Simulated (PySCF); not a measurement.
**Calculated NMR parameters of [SiH3][Si@H](P)[SiH2]C(Cl)(Cl)Cl**

| Quantity | Value |
| --- | --- |
| Formula | CH8Cl3PSi3 |
| SMILES | [SiH3][Si@H](P)[SiH2]C(Cl)(Cl)Cl |
| Point group of the computed structure | C1 |
| Carbon signals | 1 |
| Proton signals | 5 |

Bonds (- single, = double, # triple, : aromatic): Si1-Si2, Si2-P3, Si2-Si4, Si4-C5, C5-Cl6, C5-Cl7, C5-Cl8. Si1 carries H9, H10, H11; Si2 carries H12; P3 carries H13, H14; Si4 carries H15, H16. Stereochemistry as in [SiH3][Si@H](P)[SiH2]C(Cl)(Cl)Cl. H16 is pro-R; H15 is pro-S.

Relativity neglected, one averaged value for each set of equivalent atoms, isolated molecule, a single conformation. Shieldings: GIAO PBE0/pcSseg-1; GFN2-xTB structure; PySCF 2.14.

Shifts are taken against calculated references (same method and geometry level): TMS for $^{1}$H (σref 31.72) and $^{13}$C (σref 186.93) and $^{29}$Si (σref 349.16); H3PO4 for $^{31}$P (σref 318.38).

| carbon | δC, type | δH (multiplicity) | HMBC from (2–3 bonds) | span of the C tensor (ppm) |
| --- | --- | --- | --- | --- |
| C5 | 115.0, C | – | H16, H15, H12 | 31 |

Other nuclei:
| atoms | nucleus | environment | δ (ppm) | σ (ppm) |
| --- | --- | --- | --- | --- |
| H16 | $^{1}$H | hydrogen on a silicon bonded to C, Si | 4.78 | 26.93 |
| H15 | $^{1}$H | hydrogen on a silicon bonded to C, Si | 4.75 | 26.97 |
| H12 | $^{1}$H | hydrogen on a silicon bonded to P, 2 Si | 4.18 | 27.54 |
| H9/H10/H11 | $^{1}$H | hydrogen on a silicon bonded to Si | 3.72 | 28.00 |
| H13/H14 | $^{1}$H | hydrogen on a phosphorus bonded to Si | 1.46 | 30.26 |
| P3 | $^{31}$P | phosphorus bonded to Si, 2 H | -292.1 | 610.4 |
| Si4 | $^{29}$Si | silicon bonded to C, Si, 2 H | -17.6 | 366.7 |
| Si1 | $^{29}$Si | silicon bonded to Si, 3 H | -104.6 | 453.7 |
| Si2 | $^{29}$Si | silicon bonded to P, 2 Si, H | -109.1 | 458.2 |

1. δH 4.78, 4.75: hydrogen on a silicon bonded to C, Si.
2. δH 4.18: hydrogen on a silicon bonded to P, 2 Si.
3. δH 3.72: hydrogen on a silicon bonded to Si.
4. δH 1.46: hydrogen on a phosphorus bonded to Si.

Carbons that carry Cl, above all several Cl atoms, come out too deshielded, partly because spin–orbit coupling is missing. Splittings by $^{31}$P in the carbon and heteronuclear signals aren't shown, as no couplings were computed. Shifts are as computed. Against solution values, carbons near 30 ppm lie about +3 ppm off and those near 130 ppm about +5 ppm; carbons on Cl a further +6 ppm. Of 1211 compounds with measured shifts, 218 miss one by over three times the rms of a fit or turn the order of signals round; such compounds aren't used in these exercises. Experimental scales use liquid or dissolved standards, which lie at an offset from isolated H3PO4. No couplings were computed; multiplicities are counted from neighbouring protons, with m where these are inequivalent, close in shift, in a saturated or five-membered ring or joined by F or P, and br s for small geminal =CH2 splittings.
